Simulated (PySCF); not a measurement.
ClO, doublet, geometry from GFN2-xTB, with bond 1-2 at 1.4 times its length; CASSCF(9,8)/6-31G* (PySCF).

The PySCF input:
```python
from pyscf import gto, scf, mcscf
import numpy

mol = gto.M(
    atom='''
Cl    0.00000000    0.00000000   -1.10883704
O     0.00000000    0.00000000    1.04723499
''',
    basis='6-31g*',
    spin=1,
    verbose=4,
)

mf = scf.ROHF(mol)
mf.kernel()
mc = mcscf.CASSCF(mf, 8, 9)
mc.fix_spin_(ss=0.75)
mc.kernel()
occ = numpy.linalg.eigvalsh(mc.fcisolver.make_rdm1(mc.ci, mc.ncas, mc.nelecas))[::-1]
ss = mc.fcisolver.spin_square(mc.ci, mc.ncas, mc.nelecas)[0]
print('natural occupations', occ.round(4), ' <S^2>', round(ss, 4))
```

Problem. Write the output that PySCF gives for this input, abridged.

Solution. 
```
PySCF version 2.14.0

[INPUT] verbose = 4
[INPUT] num. atoms = 2
[INPUT] num. electrons = 25
[INPUT] charge = 0
[INPUT] spin (= nelec alpha-beta = 2S) = 1
[INPUT] symmetry False subgroup None
[INPUT] Mole.unit = angstrom
[INPUT] Symbol           X                Y                Z      unit          X                Y                Z       unit  Magmom
[...]
nuclear repulsion = 33.3792654808105
number of shells = 14
number of NR pGTOs = 78
number of NR cGTOs = 32
basis = 6-31g*
ecp = {}

******** <class 'pyscf.scf.rohf.ROHF'> ********
method = ROHF
initial guess = minao
damping factor = 0
level_shift factor = 0
DIIS = <class 'pyscf.scf.diis.CDIIS'>
diis_start_cycle = 1
diis_space = 8
diis_damp = 0
SCF conv_tol = 1e-09
SCF conv_tol_grad = None
SCF max_cycles = 50
direct_scf = True
direct_scf_tol = 1e-13
num. doubly occ = 12  num. singly occ = 1
Set gradient conv threshold to 3.16228e-05
init E= -533.617447635105
[...]
cycle= 1 E= -534.081117186947  delta_E= -0.464  |g|= 0.216  |ddm|= 1.08
[...]
cycle= 2 E= -534.12384611758  delta_E= -0.0427  |g|= 0.254  |ddm|= 0.428
[...]
cycle= 3 E= -534.144641928134  delta_E= -0.0208  |g|= 0.068  |ddm|= 0.142
[...]
cycle= 4 E= -534.148645711381  delta_E= -0.004  |g|= 0.0415  |ddm|= 0.148
[...]
cycle= 5 E= -534.149457712416  delta_E= -0.000812  |g|= 0.0177  |ddm|= 0.0821
[...]
cycle= 6 E= -534.150063948858  delta_E= -0.000606  |g|= 0.00616  |ddm|= 0.0452
[...]
cycle= 7 E= -534.150079920936  delta_E= -1.6e-05  |g|= 0.00243  |ddm|= 0.0103
[...]
cycle= 8 E= -534.150088182137  delta_E= -8.26e-06  |g|= 0.000206  |ddm|= 0.00478
[...]
cycle= 9 E= -534.150088244522  delta_E= -6.24e-08  |g|= 2.92e-05  |ddm|= 0.000462
[...]
cycle= 10 E= -534.150088245035  delta_E= -5.13e-10  |g|= 3.11e-06  |ddm|= 4.18e-05
[...]
Extra cycle  E= -534.150088245041  delta_E= -5.12e-12  |g|= 9.15e-07  |ddm|= 4.07e-06
converged SCF energy = -534.150088245041

******** <class 'pyscf.mcscf.mc1step.CASSCF'> ********
CAS (5e+4e, 8o), ncore = 8, nvir = 16
max_cycle_macro = 50
max_cycle_micro = 4
conv_tol = 1e-07
conv_tol_grad = None
orbital rotation max_stepsize = 0.02
orbital rotation threshold for CI restart = 0.01
augmented hessian ah_max_cycle = 30
augmented hessian ah_conv_tol = 1e-12
augmented hessian ah_linear dependence = 1e-14
augmented hessian ah_level shift = 1e-08
augmented hessian ah_start_tol = 2.5
augmented hessian ah_start_cycle = 3
augmented hessian ah_grad_trust_region = 3
kf_trust_region = 3
kf_interval = 4
ci_response_space = 4
[...]
CASCI E = -534.230460720732  S^2 = 0.7500000
[...]
               |grad[o]|=0.00196  |grad[c]|=0.00208  |ddm|=0.000587  |maxRot[o]|=0.0923
macro iter  32 ( 12 JK    3 micro), CASSCF E = -534.268588546910  dE = -2.03307594e-04  S^2 = 0.7500000
               |grad[o]|=0.00206  |grad[c]|=0.019  |ddm|=0.00113  |maxRot[o]|=0.123
macro iter  33 ( 12 JK    3 micro), CASSCF E = -534.268808114638  dE = -2.19567728e-04  S^2 = 0.7500000
               |grad[o]|=0.00199  |grad[c]|=0.023  |ddm|=0.0011  |maxRot[o]|=0.135
macro iter  34 ( 12 JK    3 micro), CASSCF E = -534.269009362496  dE = -2.01247858e-04  S^2 = 0.7500000
               |grad[o]|=0.0019  |grad[c]|=0.0227  |ddm|=0.000985  |maxRot[o]|=0.142
macro iter  35 ( 12 JK    3 micro), CASSCF E = -534.269161333085  dE = -1.51970590e-04  S^2 = 0.7500000
               |grad[o]|=0.00182  |grad[c]|=0.0194  |ddm|=0.000863  |maxRot[o]|=0.146
macro iter  36 (  7 JK    2 micro), CASSCF E = -534.269210657139  dE = -4.93240539e-05  S^2 = 0.7500000
               |grad[o]|=0.00166  |grad[c]|=0.00369  |ddm|=0.000392  |maxRot[o]|=0.0691
macro iter  37 (  7 JK    2 micro), CASSCF E = -534.269241873953  dE = -3.12168137e-05  S^2 = 0.7500000
               |grad[o]|=0.00117  |grad[c]|=0.00348  |ddm|=0.000322  |maxRot[o]|=0.0695
macro iter  38 (  5 JK    1 micro), CASSCF E = -534.269252574093  dE = -1.07001404e-05  S^2 = 0.7500000
               |grad[o]|=0.000637  |grad[c]|=0.00285  |ddm|=0.000183  |maxRot[o]|=0.0598
macro iter  39 (  4 JK    1 micro), CASSCF E = -534.269253214584  dE = -6.40490953e-07  S^2 = 0.7500000
               |grad[o]|=0.000143  |grad[c]|=0.000677  |ddm|=5.57e-05  |maxRot[o]|=0.00336
macro iter  40 (  3 JK    1 micro), CASSCF E = -534.269253359841  dE = -1.45256877e-07  S^2 = 0.7500000
               |grad[o]|=5.88e-05  |grad[c]|=0.000326  |ddm|=3.58e-05  |maxRot[o]|=0.0017
macro iter  41 (  3 JK    1 micro), CASSCF E = -534.269253396471  dE = -3.66293307e-08  S^2 = 0.7500000
               |grad[o]|=3.3e-05  |grad[c]|=0.000164  |ddm|=2.17e-05  |maxRot[o]|=0.000922
1-step CASSCF converged in  41 macro (711 JK 142 micro) steps
CASSCF canonicalization
Density matrix diagonal elements [1.99145299 1.6870843  1.97864446 1.99767922 1.01000171 0.31488472
 0.01103362 0.00921899]
CASSCF energy = -534.269253396471
CASCI E = -534.269253396471  E(CI) = -21.8680319326731  S^2 = 0.7500000
natural occupations [1.9981 1.991  1.9811 1.6872 1.0076 0.3166 0.0092 0.0091]  <S^2> 0.75
```
